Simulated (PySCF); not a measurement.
**Two-component Hartree-Fock for Pd(36+) (palladium, charge +36)**

Start: [Ne]. Calculated with PySCF 2.14 in an even-tempered Gaussian basis (18 s from 3.7 bohr⁻², ratio 2.6; 13 p from 4.8 bohr⁻², ratio 2.6; 6 d from 4.9 bohr⁻², ratio 2.8; 3 f from 120 bohr⁻², ratio 2.8): generalised Hartree-Fock with the X2C-1e Hamiltonian and a Gaussian nucleus; spin-orbit coupling (SO) screened by Boettger's factors.

```csv
spinor shell,electrons,"ε, screened SO (eV)",weight of nominal j (screened SO),"rms radius, screened SO (bohr)"
1s1/2,2,-26662.3,1.000,0.0365
2s1/2,2,-5698.1,1.000,0.146
2p1/2,2,-5451.7,1.000,0.127
2p3/2,4,-5284.0,1.000,0.131
```

| quantity | screened SO |
| --- | --- |
| E (hartree) | -3940.46857 |
| M_J | 0 |
| ⟨J²⟩ | 0.000 |
| ⟨L²⟩ | 0.004 |
| ⟨S²⟩ | 0.004 |

Breit and QED terms are absent; they matter most for the inner s and p1/2 levels.

Densities and radii are taken from the X2C orbitals without a picture-change correction, which distorts them close to the nucleus.
